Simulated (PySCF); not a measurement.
Compound: C₅H₅F₅O.
SMILES with atom numbers: `[F:1][CH:2]([F:3])[C@@H:4]1[CH2:5][O:6][C@H:7]1[C:8]([F:9])([F:10])[F:11]` (hydrogens: H12 on C2; H13 on C4; H14, H15 on C5; H16 on C7)

Method: PySCF 2.14.0, PBE0-D3(BJ)/def2-SVP geometry optimisation, gas phase.

(1) What internal coordinates does the optimisation give?

## Answers

(1) 
| bond | length (pm) |
| --- | --- |
| F1–C2 | 135.0 |
| C2–F3 | 135.0 |
| C2–C4 | 150.3 |
| C4–C5 | 153.3 |
| C5–O6 | 143.1 |
| O6–C7 | 141.5 |
| C7–C8 | 151.6 |
| C8–F9, C8–F10, C8–F11 | 133.3 |
| C4–C7 | 153.2 |
| C2–H12 | 110.6 |
| C4–H13 | 109.9 |
| C5–H14 | 110.3 |
| C5–H15 | 110.1 |
| C7–H16 | 110.5 |

Bonds in one row agree within 1 pm and their mean is given. A selection of angles:
| angle | degrees |
| --- | --- |
| F1–C2–F3 | 108.2 |
| F1–C2–C4 | 110.0 |
| F3–C2–C4 | 109.4 |
| C2–C4–C5 | 114.9 |
| C2–C4–C7 | 114.5 |
| C5–C4–C7 | 83.7 |
| C4–C5–O6 | 91.5 |
| C5–O6–C7 | 91.8 |
| O6–C7–C8 | 111.6 |
| C4–C7–O6 | 92.2 |
| C4–C7–C8 | 114.8 |
| C7–C8–F9 | 110.0 |
| C7–C8–F10 | 111.2 |
| F9–C8–F10 | 108.4 |

Torsions: F1–C2–C4–C5 166° (antiperiplanar); C2–C4–C5–O6 -108° (anticlinal); C4–C5–O6–C7 -7° (synperiplanar); C5–O6–C7–C8 -111° (anticlinal); O6–C7–C8–F9 175° (antiperiplanar); C2–C4–C7–O6 108° (anticlinal).

Of the pairs four or more bonds apart, C5···F11 is among the closest relative to their van der Waals radii: 3.07 Å, 97 % of the sum of Bondi's values. O6 (cyclic ether oxygen) is bent (angle 91.8°). The 5 C–F bonds span 1.329 Å (C8–F10, drawn single) to 1.350 Å (C2–F3, drawn single), a spread of 0.021 Å. The C–C distances run from 1.503 Å (C2–C4, drawn single) to 1.533 Å (C4–C5, drawn single), a spread of 0.030 Å. The 4-membered ring C4–C5–O6–C7 has internal angles of 83.7° to 92.2° (sum 359°, against 360° for a flat polygon); it is slightly puckered (a soft mode that the optimisation may not have finished), 0.04 Å rms from its mean plane, widest ring torsion 7°.

Point group: C1 (no symmetry element, even within 0.4 Å). Stationary, but not proved a minimum. The numbers are those of one conformer.
